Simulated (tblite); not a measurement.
Compound: C9H12FN.
Geometry (GFN2-xTB, Å), atoms numbered from 1 in this order:
```
atom  x, y, z in Å
C1    -2.034    1.291   -0.677
C2    -1.974   -0.173   -0.271
F3    -1.761   -0.937   -1.408
C4    -0.884   -0.467    0.771
C5    -0.848   -1.958    1.113
C6     0.475    0.015    0.326
C7     1.125   -0.511   -0.788
C8     2.377   -0.023   -1.118
C9     2.944    0.964   -0.326
C10    2.216    1.422    0.760
N11    1.017    0.965    1.077
H12   -2.809    1.437   -1.426
H13   -1.080    1.600   -1.097
H14   -2.253    1.905    0.190
H15   -2.946   -0.508    0.117
H16   -1.141    0.103    1.669
H17   -0.661   -2.550    0.221
H18   -1.798   -2.269    1.542
H19   -0.059   -2.156    1.834
H20    0.656   -1.273   -1.389
H21    2.904   -0.409   -1.978
H22    3.921    1.366   -0.545
H23    2.606    2.193    1.413
```

Calculated harmonic vibrations of the isolated species, GFN2-xTB (tblite), most abundant isotopes, no scaling. Errors from tens to a few hundred cm⁻¹ against measured bands are possible. One conformer, not necessarily the lowest.

Harmonic wavenumbers (cm⁻¹): 32.3, 72.0, 97.5, 177.8, 189.2, 198.4, 212.1, 247.1, 308.3, 357.5, 375.2, 458.6, 506.8, 529.7, 595.9, 660.2, 720.2, 763.8, 781.4, 862.0, 896.7, 917.5, 928.9, 938.0, 1001.7, 1013.6, 1033.2, 1052.8, 1090.7, 1098.2, 1124.2, 1142.0, 1151.3, 1170.7, 1215.7, 1249.0, 1271.9, 1282.1, 1294.2, 1312.2, 1329.9, 1400.1, 1409.2, 1417.4, 1448.6, 1473.0, 1487.7, 1495.0, 1496.4, 1570.1, 1586.3, 2896.2, 2960.0, 3033.2, 3042.6, 3044.2, 3049.3, 3050.0, 3050.5, 3061.8, 3070.7, 3093.6, 3112.1.

A = 1901, B = 764.1, C = 757.3 MHz; mass 153.095 u (most abundant isotopes); point group C1, symmetry number 1.

Task: Zero-point energy?

Result: ½Σν̃ = 41454 cm⁻¹ = 495.90 kJ/mol.

Task: What is S at 298.15 K and 1 bar for an ideal gas of classical rigid rotors and harmonic oscillators?

Result: Translation 171.60, rotation 125.77, vibration 136.45: S = 433.8 J/(mol K).

Task: And Cp and H(298.15 K) − H(0)?

Result: Cp = 179.80 J/(mol K), of which vibrations give 146.54 (their classical limit is 63 R = 523.8); H(298.15 K) − H(0) = 31.42 kJ/mol without the zero-point energy, 21.50 from vibrations.

Task: Blend soft modes into free rotors: weight 1/[1 + (100 cm⁻¹/ν̃)⁴] for the oscillator and the rest for a rotor with moment μB/(μ + B), μ = h/(8π²ν), B = 10⁻⁴⁴ kg m². What vibrational entropy results?

Result: 125.07 J/(mol K) in place of 136.45, which changes −T·S at 298.15 K by +3.39 kJ/mol.

Task: Which modes carry the vibrational entropy at 298.15 K?

Result: 32.3 cm⁻¹: 23.78; 72.0 cm⁻¹: 17.15; 97.5 cm⁻¹: 14.66; 177.8 cm⁻¹: 9.84; 189.2 cm⁻¹: 9.35; 198.4 cm⁻¹: 8.99 J/(mol K); the other 57 give 52.69 together.

Task: How do the functions run with temperature in this model?

Result: 
```csv
T (K),S (J/(mol K)),Cp (J/(mol K)),H − H(0) (kJ/mol),G − H(0) (kJ/mol),ln q(vib)
150,339.1,106.6,10.39,-40.48,3.44
250,404.5,154.4,23.38,-77.74,6.34
400,494.2,233.4,52.49,-145.20,10.72
600,606.0,318.2,108.18,-255.40,16.63
900,751.5,398.1,216.70,-459.69,25.25
```

q(vib) and H(0) count from the zero-point level.

Task: What must be added to the electronic energy to get the Gibbs energy at 298.15 K and 1 bar?

Result: ZPE + [H(298.15 K) − H(0)] − T·S = 495.90 + 31.42 − 129.34 = 397.98 kJ/mol.

Hindered rotation and anharmonicity are outside this model. Other conformers, if any are populated, would add a mixing term that is left out. The structure is chiral; the term R ln 2 for an equal mix with its mirror image is left out.

On one thread, Arm Neoverse V2 (aarch64), no GPU, on a shared host, this took 0.87 s wall. The figure is for the frequency step alone.
